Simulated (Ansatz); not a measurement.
Process, species as SMILES: Cl[SiH2][SiH2]Cl -> Cl[SiH-][SiH2]Cl + H+
Each molecule is optimised on its own at B3LYP-D3(BJ)/def2-TZVP (Ansatz, an electronic-structure program), one conformer each, not searched for the lowest.

Property: gas-phase deprotonation energy (electronic energy difference), in kcal/mol. Cores are frozen in the correlated levels unless marked. No spin-orbit coupling. Non-relativistic unless marked X2C. Anions need diffuse functions: aug- sets have them; def2-D sets add few; the other sets have none. Basis-set limits of correlation are two-point, X^-3; Hartree-Fock from the larger set.

```csv
level,program,gas-phase deprotonation energy (kcal/mol)
HF/cc-pV(T+d)Z,Ansatz,359.9
revPBE-D3(BJ)/def2-TZVPD,Ansatz + dftd3,348.1
B3LYP/def2-TZVPD,Ansatz,349.7
B2GP-PLYP-D4/def2-TZVPD,Ansatz + dftd4,350.6
```

Question: Estimate the value at CCSD(T)/CBS(aug-cc-pV(T+d)Z,aug-cc-pV(Q+d)Z) as computed with Ansatz.

Answer: 350.9 kcal/mol
